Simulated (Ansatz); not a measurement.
A search over several starts for the lowest SCF solution of SiCl₄⁺ at the given spin, in a small basis.

```yaml
crystal:
  periodic: [false, false, false]
  atoms:
    - {symbol: Si, position_ang: [0.000691, -0.000447, -0.000119]}
    - {symbol: Cl, position_ang: [0.009906, -0.017511, 2.051691]}
    - {symbol: Cl, position_ang: [1.931630, 0.010971, -0.694257]}
    - {symbol: Cl, position_ang: [-0.974655, 1.678331, -0.663807]}
    - {symbol: Cl, position_ang: [-0.967572, -1.671353, -0.693498]}
basis:
  gaussian: {orbitals: def2-SVP}
total_charge: 1
magnetization: {spin_polarized: true, initial_magnetization: 1}
hamiltonian: {xc: pbe0, dispersion: d4}
output: {orbitals: {seedname: orbitals}}
```

```sh
$ ansatz run in.yaml --threads 2 --pin off --events-out ev --progress --plain --max-ram 4352MiB
```

It prints (some lines left out):

```
Functional definition: PBE0
798 factors; integrals over basis functions are off by at most 1.1e-3 eV
mean field evaluation 1: about -57923.4047 eV, gradient 1.3e1 eV
mean field evaluation 2: about -57919.0666 eV, gradient 2.6e1 eV
mean field evaluation 4: about -57924.1196 eV, gradient 3.8e0 eV
mean field evaluation 8: about -57924.2797 eV, gradient 5.1e-1 eV
mean field evaluation 16: about -57924.3456 eV, gradient 5.5e-2 eV
mean field evaluation 32: about -57924.2855 eV, gradient 2.6e-1 eV
mean field evaluation 64: about -57924.3464 eV, gradient 4.9e-2 eV
mean field evaluation 96: about -57924.3146 eV, gradient 2.0e0 eV
mean field -57924.34659916 eV, -2128.6804749870 hartree, gradient 2.6e-6 eV, S^2 0.754108; 16 other end points of the search recorded, 0 dependent functions left out
reference -57924.34661870 eV, -2128.6804757050 hartree; 41, 40 occupied and 49, 50 virtual orbitals, 798 factors
Total energy: -57924.56288107 eV, -2128.6884232005 hartree
```

Hardware: 2 threads of Arm Neoverse V1 on a shared host. Wall time 25 s.
